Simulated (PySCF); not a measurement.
## Calculated data, CH7GeNSi, GeH6NSi, GeH9NSi2, GeH5NOSi and others

Computed with PySCF 2.14.0. Calculation on a computer-drawn molecule: the log of a Hartree-Fock and frozen-core CCSD(T) single point meant for a local Hartree-Fock minimum, with one planted fault or none, to be diagnosed. Offsets are logged minus clean, where the clean run is the same molecule without the fault. The reference is restricted for singlets and unrestricted otherwise, and also for a bond in bohr or an excited solution. Adding or removing an electron swaps singlet and doublet. The excited solution moves the top pair (singlet) or top alpha electron (doublet) to the lowest empty orbital. Highest occupied and lowest empty are orbital energies over both spins, largest force is the largest gradient component, triples share is (T) over the correlation energy, the T1 limit is 0.02 restricted and 0.045 unrestricted, electrons count all cores, a negative frequency is imaginary (commonest isotopes), and the dipole is about the centre of nuclear charge; on germanium a core potential holds 10 electrons, which the energies leave out, and 3d is frozen in MP2 and coupled-cluster steps.

Common to all runs: meant multiplicity 1; meant basis cc-pV(D+d)Z; meant basis and core potential on germanium cc-pVDZ-PP ECP10MDF; logged SCF converged yes; possible faults no fault, one electron removed, one electron added, multiplicity raised by two, geometry at a saddle point, SCF held on an excited solution, minimal basis STO-3G, one bond length entered in bohr, all coordinates scaled.

(1) CH7GeNSi

Logged structure:
```xyz
11
CH7GeNSi
N     -0.7778    -0.4146     1.8884
Si     0.7554    -0.2673     0.8088
C      0.6657     1.1734    -0.6147
Ge    -0.8173     2.3619    -0.9363
H     -1.0015     0.3476     2.6399
H     -1.7010    -0.8392     1.4845
H      2.0082     0.0279     1.7902
H      0.9851    -1.7047     0.1011
H      1.5998     1.3222    -1.3323
H     -2.2257     2.3398    -0.0615
H     -0.8150     3.5202    -2.1260
```

* meant charge: 0
* logged electrons: 66
* logged basis functions: 109
* logged spin squared: 0
* logged highest occupied: -7.9484 eV
* logged lowest empty: 1.3805 eV
* logged largest force: 0.056905 hartree/bohr
* logged T1 diagnostic: 0.016019
* logged D1 diagnostic: 0.054181
* logged triples share: 0.037235
* logged CC converged: yes
* logged dipole magnitude: 2.3978 debye
* logged SCF stable within its kind: yes
* logged energy HF: -678.60298 hartree
* logged energy CCSD(T): -679.2073 hartree
* planted fault: all coordinates scaled, by +9.1 %
* HF energy offset from clean run: 47.53 kcal/mol
* CCSD(T) energy offset from clean run: 31.95 kcal/mol

Drawn bonds:
```
atom  other atom  order
   1           2      1
   2           3      1
   3           4      2
   1           5      1
   1           6      1
   2           7      1
   2           8      1
   3           9      1
   4          10      1
   4          11      1
```

(2) GeH6NSi

Logged structure:
```xyz
9
GeH6NSi
N      0.8586     0.4391    -1.8014
Si    -0.3594     0.5988    -0.6640
Ge    -0.8172    -1.6115     0.4581
H      1.8293     0.5963    -1.6038
H      0.6936     0.2371    -2.7699
H     -1.6869     0.8592    -1.2306
H      0.0111     1.3929     0.5122
H     -1.8605    -1.8501     1.5479
H     -0.0972    -2.9239     0.1572
```

- meant charge: 1
- logged electrons: 58
- logged basis functions: 90
- logged spin squared: 2.0632
- logged highest occupied: -12.714 eV
- logged lowest empty: -7.1805 eV
- logged largest force: 0.041226 hartree/bohr
- logged T1 diagnostic: 0.019977
- logged D1 diagnostic: 0.077634
- logged triples share: 0.027756
- logged CC converged: yes
- logged dipole magnitude: 5.2937 debye
- logged SCF stable within its kind: yes
- logged energy HF: -639.93165 hartree
- logged energy CCSD(T): -640.33353 hartree
- planted fault: multiplicity raised by two
- HF energy offset from clean run: 51.25 kcal/mol
- CCSD(T) energy offset from clean run: 51.37 kcal/mol

Drawn bonds:
```
atom  other atom  order
   1           2      1
   2           3      1
   1           4      1
   1           5      1
   2           6      1
   2           7      1
   3           8      1
   3           9      1
```

(3) GeH6NSi

Structure as in entry 2.

- meant charge: 1
- logged electrons: 57
- logged basis functions: 90
- logged spin squared: 0.7723
- logged highest occupied: -21.569 eV
- logged lowest empty: -11.507 eV
- logged largest force: 0.081654 hartree/bohr
- logged T1 diagnostic: 0.040073
- logged D1 diagnostic: 0.22263
- logged triples share: 0.024934
- logged CC converged: yes
- logged dipole magnitude: 6.5345 debye
- logged SCF stable within its kind: yes
- logged energy HF: -639.52465 hartree
- logged energy CCSD(T): -639.89261 hartree
- planted fault: one electron removed
- HF energy offset from clean run: 306.7 kcal/mol
- CCSD(T) energy offset from clean run: 328.1 kcal/mol

Drawn bonds:
```
atom  other atom  order
   1           2      1
   2           3      1
   1           4      1
   1           5      1
   2           6      1
   2           7      1
   3           8      1
   3           9      1
```

(4) GeH6NSi

Structure as in entry 2.

* meant charge: 1
* logged electrons: 58
* logged basis functions: 90
* logged spin squared: 0
* logged highest occupied: -15.119 eV
* logged lowest empty: -5.3818 eV
* logged largest force: 1.703e-05 hartree/bohr
* logged lowest frequency: 57.45 cm⁻¹
* logged T1 diagnostic: 0.012723
* logged D1 diagnostic: 0.035495
* logged triples share: 0.023825
* logged CC converged: yes
* logged dipole magnitude: 0.5602 debye
* logged SCF stable within its kind: yes
* logged energy HF: -640.01333 hartree
* logged energy CCSD(T): -640.41539 hartree
* planted fault: no fault
* HF energy offset from clean run: 0 kcal/mol
* CCSD(T) energy offset from clean run: 0 kcal/mol

Drawn bonds:
```
atom  other atom  order
   1           2      1
   2           3      1
   1           4      1
   1           5      1
   2           6      1
   2           7      1
   3           8      1
   3           9      1
```

(5) GeH9NSi2

Logged structure:
```xyz
13
GeH9NSi2
N     -0.0144    -2.3080     0.4083
Si    -1.0373    -1.0442     1.0023
Ge     0.0483     1.0596     0.5840
Si     0.8237     1.2260    -1.6891
H     -0.3923    -3.2369     0.3522
H      0.9330    -2.3546     0.7370
H     -2.3082    -1.1135     0.2444
H     -1.3840    -1.1389     2.4464
H     -0.9201     2.2148     0.8859
H      1.2549     1.2280     1.5256
H     -0.2922     0.9646    -2.6292
H      2.8461    -0.6576    -2.1434
H      1.3667     2.5788    -1.9610
```

- meant charge: 0
- logged electrons: 76
- logged basis functions: 128
- logged spin squared: 0.8234
- logged highest occupied: -8.8507 eV
- logged lowest empty: 1.363 eV
- logged largest force: 0.0078884 hartree/bohr
- logged T1 diagnostic: 0.041292
- logged D1 diagnostic: 0.2113
- logged triples share: 0.030543
- logged CC converged: yes
- logged dipole magnitude: 1.5883 debye
- logged SCF stable within its kind: yes
- logged energy HF: -930.85714 hartree
- logged energy CCSD(T): -931.41069 hartree
- planted fault: one bond length entered in bohr, row 11 of the drawn bonds
- HF energy offset from clean run: 68.87 kcal/mol
- CCSD(T) energy offset from clean run: 75.3 kcal/mol

Drawn bonds:
```
atom  other atom  order
   1           2      1
   2           3      1
   3           4      1
   1           5      1
   1           6      1
   2           7      1
   2           8      1
   3           9      1
   3          10      1
   4          11      1
   4          12      1
   4          13      1
```

(6) GeH5NOSi

Logged structure:
```xyz
9
GeH5NOSi
N     -0.7007     1.5236     3.9897
Si     0.7758     1.2764     3.1053
Ge     0.5236     2.1246     0.7812
O      2.1197     1.4434     0.3139
H     -1.1002     2.4446     3.9998
H     -0.7771     1.1250     4.9087
H      1.9780     1.9107     3.7223
H      1.0273    -0.1860     3.0856
H      2.3567     1.5924    -0.5907
```

- meant charge: 0
- logged electrons: 66
- logged basis functions: 99
- logged spin squared: 0
- logged highest occupied: -5.132 eV
- logged lowest empty: -1.7883 eV
- logged largest force: 0.031917 hartree/bohr
- logged dipole magnitude: 2.2211 debye
- logged SCF stable within its kind: no
- logged energy HF: -714.36268 hartree
- planted fault: SCF held on an excited solution
- HF energy offset from clean run: 128.4 kcal/mol

Drawn bonds:
```
atom  other atom  order
   1           2      1
   2           3      1
   3           4      1
   1           5      1
   1           6      1
   2           7      1
   2           8      1
   4           9      1
```

Notes: coupled-cluster numbers left out as unreliable.

(7) GeH5NOSi

Structure as in entry 6.

- meant charge: 0
- logged electrons: 65
- logged basis functions: 99
- logged spin squared: 0.7778
- logged highest occupied: -15.365 eV
- logged lowest empty: -6.2795 eV
- logged largest force: 0.069742 hartree/bohr
- logged T1 diagnostic: 0.025205
- logged D1 diagnostic: 0.099744
- logged triples share: 0.028758
- logged CC converged: yes
- logged dipole magnitude: 2.4362 debye
- logged SCF stable within its kind: yes
- logged energy HF: -714.30504 hartree
- logged energy CCSD(T): -714.88283 hartree
- planted fault: one electron removed
- HF energy offset from clean run: 164.6 kcal/mol
- CCSD(T) energy offset from clean run: 176.7 kcal/mol

Drawn bonds:
```
atom  other atom  order
   1           2      1
   2           3      1
   3           4      1
   1           5      1
   1           6      1
   2           7      1
   2           8      1
   4           9      1
```

(8) GeH7NOSi

Logged structure:
```xyz
11
GeH7NOSi
N     -0.5719     1.8186     1.0424
Si     0.9593     1.1793     1.4905
O      1.8894     2.3724     2.1535
Ge     1.9551     0.2638    -0.4965
H     -1.1000     1.3853     0.3085
H     -1.1898     2.1694     1.7524
H      0.9211     0.1564     2.5558
H      1.9914     3.1736     1.6612
H      2.3308     1.3758    -1.4890
H      3.2311    -0.5217    -0.1671
H      0.9919    -0.6914    -1.2210
```

* meant charge: 0
* logged electrons: 68
* logged basis functions: 109
* logged spin squared: 0
* logged highest occupied: -10.212 eV
* logged lowest empty: 3.68 eV
* logged largest force: 1.635e-05 hartree/bohr
* logged lowest frequency: 77.142 cm⁻¹
* logged T1 diagnostic: 0.011881
* logged D1 diagnostic: 0.033801
* logged triples share: 0.023083
* logged CC converged: yes
* logged dipole magnitude: 2.126 debye
* logged SCF stable within its kind: yes
* logged energy HF: -715.77799 hartree
* logged energy CCSD(T): -716.40124 hartree
* planted fault: no fault
* HF energy offset from clean run: 0 kcal/mol
* CCSD(T) energy offset from clean run: 0 kcal/mol

Drawn bonds:
```
atom  other atom  order
   1           2      1
   2           3      1
   2           4      1
   1           5      1
   1           6      1
   2           7      1
   3           8      1
   4           9      1
   4          10      1
   4          11      1
```
